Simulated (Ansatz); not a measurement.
Geometry optimisation, RKS PBE0-D4/6-31G (Ansatz 0.2.0).

Input file:

```yaml
crystal:
  periodic: [false, false, false]
  atoms:
    - { symbol: Si, position_ang: [0.0, 0.0, 0.0] }
    - { symbol: O, position_ang: [0.0, 0.0, 1.68] }
    - { symbol: H, position_ang: [-0.9095, -0.2814, 2.0171] }
    - { symbol: "N", position_ang: [1.7163, 0.0, -0.6061] }
    - { symbol: H, position_ang: [2.2145, -0.918, -0.7868] }
    - { symbol: H, position_ang: [2.2175, 0.918, -0.7783] }
    - { symbol: "N", position_ang: [-0.8572, 1.4851, -0.6061] }
    - { symbol: H, position_ang: [-1.8773, 1.43, -0.8888] }
    - { symbol: H, position_ang: [-0.3367, 2.4058, -0.6766] }
    - { symbol: "N", position_ang: [-0.8572, -1.4851, -0.6061] }
    - { symbol: H, position_ang: [-1.3922, -2.1014, 0.0704] }
    - { symbol: H, position_ang: [-0.8219, -1.7344, -1.6357] }
basis:
  gaussian: { orbitals: "6-31G" }
hamiltonian:
  xc: pbe0
  dispersion: d4
relax:
  f_tol: 0.02
  max_steps: 40
```

Command:

```bash
$ ansatz run input.yaml --threads 1 --pin off --max-ram 2048MiB --backend cpu --events-out ev --progress --plain --runs-dir out
```

Problem. Where does it end, and by what steps?

Solution. The forces met the threshold. Limits of this set-up: no polarisation functions. After 12 steps the energy has fallen by 1.063 eV; H5 moved furthest, 1.28 Å.

```json
{"step": "0", "energy less start (eV)": "0.0000", "largest force component (eV/Å)": "3.593", "accepted": "yes"}
{"step": "1", "energy less start (eV)": "-0.7114", "largest force component (eV/Å)": "1.778", "accepted": "yes"}
{"step": "2", "energy less start (eV)": "-0.8722", "largest force component (eV/Å)": "0.980", "accepted": "yes"}
{"step": "3", "energy less start (eV)": "-0.9265", "largest force component (eV/Å)": "0.171", "accepted": "yes"}
{"step": "4", "energy less start (eV)": "-0.9401", "largest force component (eV/Å)": "0.278", "accepted": "yes"}
{"step": "5", "energy less start (eV)": "-0.9782", "largest force component (eV/Å)": "0.264", "accepted": "yes"}
{"step": "6", "energy less start (eV)": "-1.0151", "largest force component (eV/Å)": "0.186", "accepted": "yes"}
{"step": "7", "energy less start (eV)": "-1.0026", "largest force component (eV/Å)": "1.224", "accepted": "no"}
{"step": "8", "energy less start (eV)": "-1.0355", "largest force component (eV/Å)": "0.126", "accepted": "yes"}
{"step": "9", "energy less start (eV)": "-1.0511", "largest force component (eV/Å)": "0.084", "accepted": "yes"}
{"step": "10", "energy less start (eV)": "-1.0602", "largest force component (eV/Å)": "0.163", "accepted": "yes"}
{"step": "11", "energy less start (eV)": "-1.0631", "largest force component (eV/Å)": "0.020", "accepted": "yes"}
{"step": "12", "energy less start (eV)": "-1.0633", "largest force component (eV/Å)": "0.005", "accepted": "yes"}
```

```xyz
12
Properties=species:S:1:pos:R:3
Si -0.014 -0.036 -0.083
O 0.102 -0.283 1.618
H -0.686 -0.453 2.153
N 1.679 0.097 -0.452
H 2.371 -0.155 0.233
H 2.032 0.361 -1.355
N -0.776 1.380 -0.751
H -1.766 1.440 -0.917
H -0.277 2.251 -0.830
N -1.039 -1.337 -0.653
H -1.022 -2.254 -0.237
H -1.507 -1.292 -1.543
```

Whether the end is a true minimum wasn't checked by a vibrational analysis.

The run took 50 s on 1 thread of Arm Neoverse V2, on a shared host, peak memory 0.14 GiB.
